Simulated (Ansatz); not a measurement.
Input for Ansatz (a first-principles code): R-CCSD(T)/def2-SVP on H2SSe2 (SMILES S[Se][SeH]), a point of a torsion scan. The run froze 33 orbitals, filled d shells among them.

Ansatz 0.2 input:
```yaml
crystal:
  periodic: [false, false, false]
  atoms:
    - {symbol: S, position_ang: [1.69373247, -0.74011713, -0.57902369]}
    - {symbol: Se, position_ang: [-0.48580667, -0.93969557, -0.79355048]}
    - {symbol: Se, position_ang: [-1.34343327, -0.29061147, 1.24544302]}
    - {symbol: H, position_ang: [1.72129456, 0.56988751, -0.31853282]}
    - {symbol: H, position_ang: [-1.51073328, 1.12078250, 0.91192593]}
basis:
  gaussian:
    orbitals: def2-SVP
magnetization: {spin_polarized: false}
correlation: {method: ccsd_t, electrons: outside_noble_gas}
scf: {lower_state_search: off}
```

The log:

```
WARN ansatz: RAYON_NUM_THREADS=1 ignored (pool sized by the plan → 1); use --threads N
Functional definition: HF
these checks for a lower state are left out or cut short: stability, starts, cluster_reference, orbital_swaps, neighbouring_geometries, increment
integrals: 0.10 GiB planned
881 factors; integrals over basis functions are off by at most 1.2e-3 eV
mean field: 0.38 GiB planned
mean field evaluation 1: about -141434.8906 eV, gradient 1.4e1 eV
mean field evaluation 2: about -141434.9149 eV, gradient 1.4e1 eV
mean field evaluation 4: about -141435.8084 eV, gradient 2.0e0 eV
mean field evaluation 8: about -141435.8271 eV, gradient 1.7e-4 eV
mean field -141435.82709225 eV, -5197.6707769934 hartree, gradient 2.1e-6 eV, S^2 0.000000; 0 other end points of the search recorded, 0 dependent functions left out
33 core orbitals not correlated
reference -141435.82709225 eV, -5197.6707769934 hartree; 10, 10 occupied and 49, 49 virtual orbitals, 881 factors
second order -9.98993656 eV of doubles, -0.00000000 eV of singles
coupled cluster: 0.16 GiB planned
cycle   1  -10.76942122 eV  change   -7.8e-1 eV  update   8.1e-2
cycle   2  -11.09274292 eV  change   -3.2e-1 eV  update   2.6e-2
cycle   3  -11.13983886 eV  change   -4.7e-2 eV  update   1.2e-2
cycle   4  -11.13775082 eV  change    2.1e-3 eV  update   3.8e-3
cycle   5  -11.13731378 eV  change    4.4e-4 eV  update   2.0e-3
cycle   6  -11.13691119 eV  change    4.0e-4 eV  update   7.7e-4
cycle   7  -11.13687542 eV  change    3.6e-5 eV  update   2.4e-4
cycle   8  -11.13693233 eV  change   -5.7e-5 eV  update   9.4e-5
cycle   9  -11.13692813 eV  change    4.2e-6 eV  update   4.1e-5
cycle  10  -11.13692233 eV  change    5.8e-6 eV  update   1.6e-5
perturbative correction -0.36316052 eV, -0.0133459028 hartree
Total energy: -141447.32717510 eV, -5198.0933972429 hartree
Checks for a lower state left out: stability, starts, cluster_reference, orbital_swaps, neighbouring_geometries, increment
```

The calculation finished and met its thresholds.

Cost: roughly 2.2 core-seconds.
